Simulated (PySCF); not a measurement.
Species: C5H11Ga.
Cartesian coordinates in Å at the PBE0-D3(BJ)/def2-SVP level; atoms count from 1:
```xyz
17
C5H11Ga angstrom
C      1.9429   -0.1741   -0.6112
C      0.9933    0.0706    0.5631
C     -0.1217   -0.9855    0.6577
C     -1.2864   -0.6832   -0.3018
C     -1.7877    0.7560   -0.1141
Ga    -0.1017    1.7202    0.2927
H      2.4312   -1.1629   -0.5329
H      1.4245   -0.1605   -1.5855
H      2.7420    0.5824   -0.6613
H      1.5803    0.0906    1.4954
H     -0.5193   -1.0022    1.6889
H      0.2747   -2.0004    0.4678
H     -0.9372   -0.8154   -1.3417
H     -2.0907   -1.4257   -0.1611
H     -2.4410    0.8292    0.7761
H     -2.3795    1.1299   -0.9632
H      0.2486    3.2494    0.3500
```

Level: CAM-B3LYP/def2-SVPD in PySCF, non-relativistic, on one gas-phase PBE0-D3(BJ)/def2-SVP geometry that isn't relaxed in the solvent. The solvent is an IEF-PCM continuum (Bondi radii, 1.10 Å for H, scaled by 1.2), and excitations are vertical TDDFT with non-equilibrium linear response and a frozen core. The model holds no explicit solvent molecules, cavitation or dispersion. Spin–orbit coupling is left out although an atom past zinc is present.

Gas-phase singlets (H = HOMO, L = LUMO):

```
state  E (eV)  λ (nm)      f  leading configurations
   S1   4.159     298  0.001                 H→L 98%
   S2   5.201     238  0.001               H-1→L 97%
   S3   6.154     201  0.015    H→L+1 84%, H→L+3 12%
   S4   6.739     184  0.030               H→L+2 88%
   S5   6.978     178  0.031    H-2→L 53%, H→L+3 27%
```

Q: Give the list for dichloromethane (ε = 8.93), n² = 2.03.

A: 
```tsv
state	E (eV)	λ (nm)	f	leading configurations	change by rank (eV)
S1	4.306	288	0.001	H→L 97%	+0.147
S2	5.381	230	0.001	H-1→L 96%	+0.180
S3	6.208	200	0.019	H→L+1 80%, H→L+3 15%	+0.054
S4	6.681	186	0.054	H→L+2 90%	-0.058
S5	6.919	179	0.136	H→L+3 57%, H→L+4 23%	-0.059
```

Q: The ground-state energy changes by -0.074 eV from gas to dichloromethane. By how much does the total energy of gas-phase S1 change?

A: E(S1) = E(S0) + excitation energy, so it changes by -0.074 + 0.147 = +0.073 eV: it isn't lowered at all, while the ground state is. This is the vertical state, with the slow part of the continuum still set for S0.

Q: How do the frontier levels move from gas to dichloromethane?

A: 
```tsv
orbital	gas (eV)	solvent (eV)	change (eV)
LUMO+2	1.56	1.69	+0.13
LUMO+1	0.89	1.08	+0.19
LUMO	-0.25	0.09	+0.34
HOMO	-7.92	-7.75	+0.17
HOMO-1	-9.02	-8.89	+0.13
HOMO-2	-10.19	-10.02	+0.17
HOMO-3	-10.45	-10.29	+0.16
```

The HOMO–LUMO gap goes from 7.67 to 7.84 eV.
